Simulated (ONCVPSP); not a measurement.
## Ranking ONCV potentials for In

All share these settings but for the change named:

ONCVPSP 4.0.1 input, shortened (lines: element, Z, core and valence counts, functional; n l f; lmax; l rc ep ncon nbas qcut; lloc lpopt rc5 dvloc0; l nproj debl; icmod fcfact rcfact), BLYP, fully relativistic:

```
  In 49.00    6    5  -106131      upf
    1    0    2.00
    2    0    2.00
    2    1    6.00
    3    0    2.00
    3    1    6.00
    3    2   10.00
    4    0    2.00
    4    1    6.00
    4    2   10.00
    5    0    1.50
    5    1    1.50
    2
    0    1.55    0.00    4    7    7.40
    1    1.25    0.00    4    7   11.40
    2    1.35    0.00    3    8    9.90
    4    5    1.15    4.00
    0    2    3.10
    1    2    0.80
    2    2    1.50
    0    0.00    0.00
```

Open shells are filled in proportion to 2j + 1.

Test errors are all-electron minus pseudo excitation energies from the reference, over 4s2 4p6 4d10 5s2 5p1; 4s2 4p6 4d10 5s2 5p0; 4s2 4p6 4d10 5s1 5p0; 4s2 4p6 4d10 5s1 5p1. None of these files shows a bound ghost.

The base gives 0.5 meV.

Of 5 variants that were run, those that failed, showed a ghost or another fault, or gave nearly equal values are left out.

Rank these variants by their largest absolute test error, smallest first.
A. all radii scaled by about 1.11 (s 1.72, p 1.38, d 1.50 bohr); local potential polynomial inside 1.28 bohr (lpopt 5, dvloc0 4 Ha)
B. all radii scaled by about 0.89 (s 1.38, p 1.12, d 1.20 bohr); local potential polynomial inside 1.02 bohr (lpopt 5, dvloc0 4 Ha)
C. all radii scaled by about 1.28 (s 1.98, p 1.60, d 1.72 bohr); local potential polynomial inside 1.46 bohr (lpopt 5, dvloc0 4 Ha)

C (0.3 meV), A (0.4 meV), B (0.8 meV).
